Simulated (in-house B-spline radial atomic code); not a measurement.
## Ionising Ho⁺ with different functionals

Computed with an all-electron radial atomic-structure program (B-spline basis): four-component Dirac-Coulomb Hamiltonian, Fermi nucleus of rms radius 5.2022 fm, spin-restricted, spherical fractional occupations for the functionals. The ionisation energy is the difference of two self-consistent energies, [Xe] 4f11 6s1 → [Xe] 4f11, without Breit or QED terms; ε is the level of the shell that loses the electron (mean over j).

Hybrids are left out here: with spherical fractional occupations of an open shell their exact exchange keeps a self-interaction that integer-occupation calculations don't have.

```
           method  rung  ΔSCF (eV)  -ε(6s) (eV)
         LDA VWN5   LDA      12.02         9.22
 relativistic LDA   LDA      11.99         9.20
         LDA PW92   LDA      12.02         9.22
LDA exchange-only   LDA      11.13         8.32
              PBE   GGA      11.81         8.95
           PBEsol   GGA      11.70         8.94
             BLYP   GGA          ?            ?
             RPBE   GGA      11.76         8.80
             PW91   GGA      11.85         8.97
             BP86   GGA      11.83         9.14
             AM05   GGA          ?            ?
             OLYP   GGA      11.68         8.55
```

Q: What does BLYP give?

A: ΔSCF 11.95 eV, and -ε(6s) = 9.00 eV.

Q: What does AM05 give?

A: ΔSCF 11.66 eV, and -ε(6s) = 8.90 eV.

Q: How do they compare with the NIST value?

A: NIST lists 11.78 eV ± 0.02 (semi-empirical, ground level to ground level). Errors run from -0.65 to +0.24 eV; RPBE is closest (-0.02 eV), though others lie within the uncertainty of it, and part of that can be cancellation, since the calculations leave out Breit-QED terms, spin polarisation, the choice among j levels, multiplet and fine-structure energies.
